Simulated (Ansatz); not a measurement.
The cluster GeAu₂⁻, relaxed as a doublet with UKS r2SCAN-D4/def2-TZVPD in Ansatz, starting from the GFN2-xTB geometry. Force threshold 0.02 eV/Å.

In the def2 sets Au takes a core potential; there is no spin–orbit coupling. The relaxation made no stability test and no search for a lower SCF solution. No other spin state of charge -1 was run. Another isomer (doublet) lies 0.82 eV lower at PBE0-D4/def2-TZVPD; other spin states weren't run for this one.

Start:

```xyz
3

Au   -2.172    0.886    1.036
Au    0.031   -0.013   -0.014
Ge    2.142   -0.873   -1.022
```

Task: Estimate the energy that the relaxation releases and the steps that it takes.

Result: 9.8 kJ/mol, in 4 steps; 22 s on 4 threads of AMD EPYC 7B13 on a shared host. No frequencies were taken in this run, so the end may be a saddle point.

Task: Does the start keep its bonding and symmetry?

Result: By distances, no bond broke or formed. The bond that changes most is Au2–Ge3, from 2.49 to 2.35 Å (atoms count from 1). Point group C∞v at the start, C∞v at the end, both within 0.05 Å.

Task: Predict the relaxed structure.

Result: 
Cartesian coordinates in Å:
```
Au -2.1414 0.8743 1.0210
Au 0.0761 -0.0330 -0.0346
Ge 2.0653 -0.8413 -0.9864
```
Bond lengths (bridged metal pairs left out): 1 × Au–Au 2.62 Å; 1 × Au–Ge 2.35 Å.
